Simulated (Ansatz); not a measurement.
Program: Ansatz. Geometries: PBE0-D4/def2-TZVP. ΔE: electronic, gas phase. CBS: MP2 limit from def2 TZ/QZ plus the TZ coupled-cluster correction, frozen cores. DFT in def2-TZVPP. For As, Ga outer-core shells are correlated without core-valence functions, which leaves a few kJ/mol of doubt a bond. Scalar relativity is left out up to krypton. One conformer a species, not always the lowest.

`[SiH3][AsH2]` + `[OH][Ga]([F])[F]` → `[F][Ga]([F])[O][SiH3]` + `[AsH3]`  (cleavage of the Si–As bond)

Task: Is it downhill or uphill in electronic energy at CCSD(T)/CBS, and by how much? (Best estimate.)

Result: The calculation gave: Downhill: ΔE = -0.68 eV.

Task: What do these levels give: r2SCAN-D4, BHLYP-D4, LC-ωPBE, HF/def2-SVP, CCSD/def2-SVP, MP2/def2-TZVPP? (An estimate is asked.)

Result: Computed: r2SCAN-D4 -0.63, BHLYP-D4 -0.81, LC-ωPBE -0.64, HF/def2-SVP -0.92, CCSD/def2-SVP -0.76, MP2/def2-TZVPP -0.71 eV.

Task: What do rigid-rotor, harmonic-oscillator terms from PBE0-D4/def2-TZVP frequencies (298.15 K, 1 bar) make of the CCSD(T)/CBS value? (Estimate.)

Result: Computed: ΔZPE = -0.07 eV, ΔH = -0.73 eV, ΔS = 4 J/(mol·K), ΔG = -0.74 eV. Modes under 50 cm⁻¹ make the entropy rough.

Largest T1 diagnostic among the species: 0.015.

From BLYP to BHLYP (50 % exact exchange), in def2-TZVPP and without D4, ΔE moves by −0.17 eV. In def2-TZVPP, CCSD(T) changes the Hartree–Fock value by +0.25 eV (the triples alone add +0.04 eV) and MP2 by +0.26 eV.
